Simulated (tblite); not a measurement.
Species: C7H13NSi.
Z-matrix (Å and degrees, GFN2-xTB geometry), rows numbered from 1:
```
N 
C   1  1.2642
C   2  1.4617  1  129.64
C   3  1.3306  2  110.55  1  -175.20
C   4  1.4931  3  112.36  2    -0.30
C   2  1.5129  1  122.64  3  -179.70
C   6  1.5384  2  110.91  1   -65.96
C   7  1.5236  6  112.44  2    69.61
Si  8  1.8976  7  113.08  6  -173.21
H   1  1.0186  2  114.54  3    -1.37
H   3  1.0774  2  122.70  1     3.90
H   4  1.0780  3  126.22  2   179.26
H   5  1.0923  4  110.86  3  -124.80
H   5  1.0929  4  110.34  3   116.58
H   6  1.0926  2  109.61  1    53.40
H   7  1.0931  6  108.58  2   -52.31
H   7  1.0932  6  108.52  2  -169.03
H   8  1.0916  7  108.24  6   -50.88
H   8  1.0922  7  108.80  6    64.06
H   9  1.4631  8  109.56  7  -179.78
H   9  1.4655  8  109.83  7    59.48
H   9  1.4672  8  109.96  7   -59.72
```

Calculated harmonic vibrations of the isolated species, GFN2-xTB (tblite), most abundant isotopes, no scaling. Against measured fundamentals such values can be off by several per cent, at times by over 20. Modes of hydrogen on silicon can be 10 to 20 % off. One conformer, not necessarily the lowest.

Harmonic wavenumbers (cm⁻¹): 39.3, 64.6, 95.4, 136.4, 155.3, 209.2, 263.6, 320.1, 368.1, 427.8, 510.3, 542.9, 620.8, 637.6, 735.1, 738.4, 757.9, 774.0, 786.1, 799.0, 804.0, 823.5, 855.8, 891.1, 910.0, 957.0, 996.9, 1042.7, 1074.9, 1084.5, 1090.2, 1103.2, 1115.4, 1154.5, 1220.9, 1234.9, 1260.7, 1274.9, 1280.4, 1307.1, 1322.3, 1349.8, 1455.9, 1481.2, 1494.7, 1645.2, 1715.9, 2231.9, 2247.8, 2267.6, 2945.1, 2947.8, 2959.1, 2966.7, 2969.8, 2976.5, 2984.1, 3094.7, 3113.9, 3322.7.

A = 2850, B = 702.2, C = 616.6 MHz; mass 139.082 u (most abundant isotopes); point group C1, symmetry number 1.

Task: What is the zero-point energy?

Result: ½Σν̃ = 38979 cm⁻¹ = 466.29 kJ/mol.

Task: Entropy at 298.15 K, 1 bar (ideal gas, RRHO, classical rotation)?

Result: Translation 170.40, rotation 125.29, vibration 128.77: S = 424.5 J/(mol K).

Task: And Cp and H(298.15 K) − H(0)?

Result: Cp = 174.21 J/(mol K), of which vibrations give 140.95 (their classical limit is 60 R = 498.9); H(298.15 K) − H(0) = 30.08 kJ/mol without the zero-point energy, 20.16 from vibrations.

Task: What must be added to the electronic energy to get the Gibbs energy at 298.15 K and 1 bar?

Result: ZPE + [H(298.15 K) − H(0)] − T·S = 466.29 + 30.08 − 126.55 = 369.82 kJ/mol.

Task: Which modes carry the vibrational entropy at 298.15 K?

Result: 39.3 cm⁻¹: 22.15; 64.6 cm⁻¹: 18.04; 95.4 cm⁻¹: 14.84; 136.4 cm⁻¹: 11.94; 155.3 cm⁻¹: 10.90; 209.2 cm⁻¹: 8.58 J/(mol K); the other 54 give 42.31 together.

Hindered rotation and anharmonicity are outside this model. Other conformers, if any are populated, would add a mixing term that is left out. The structure is chiral; the term R ln 2 for an equal mix with its mirror image is left out.
